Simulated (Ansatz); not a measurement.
The cluster Ta5Si3⁺, relaxed as a triplet with UKS PBE-D4/def2-SVP in Ansatz, starting from the PBE-D4/def2-SVP geometry of the charge +1 singlet. Force threshold 0.03 eV/Å.

In the def2 sets Ta takes a core potential; there is no spin–orbit coupling. The relaxation made no stability test and no search for a lower SCF solution. At PBE-D4/def2-SVP a singlet of charge 1 lies 0.18 eV below the triplet, each at its own geometry. The structure comes from a short search, and lower isomers may exist.

Start:

```csv
atom,x (Å),y (Å),z (Å)
Ta1,-0.678,1.075,-1.304
Ta2,-1.089,1.614,1.196
Ta3,0.804,-0.392,1.122
Ta4,1.819,0.397,-1.330
Ta5,1.299,2.098,0.479
Si6,-0.521,-2.675,0.700
Si7,-1.739,-0.673,0.362
Si8,0.106,-1.444,-1.226
```

```tsv
step	energy (eV)	largest force component (eV/Å)	SCF passes
1	-31368.7166	0.845	104
2 (rejected)	-31368.6647	1.917	51
3	-31368.8661	0.343	46
4	-31368.8791	0.235	44
5	-31368.8823	0.045	38
6	-31368.8826	0.016	39
```

Force components are those of the run's own axes.

End:

```xyz
8

Ta   -0.612    1.122   -1.250
Ta   -1.138    1.562    1.234
Ta    0.820   -0.320    1.102
Ta    1.833    0.315   -1.341
Ta    1.310    2.177    0.456
Si   -0.525   -2.694    0.701
Si   -1.731   -0.708    0.317
Si    0.044   -1.454   -1.219
```

By distances, no bond broke or formed. The bond that changes most is Ta4–Ta5, from 2.54 to 2.64 Å (atoms count from 1).

No frequencies were taken in this run, so the end may be a saddle point.

It took 76 s on 4 threads of Arm Neoverse V2 on a shared host.
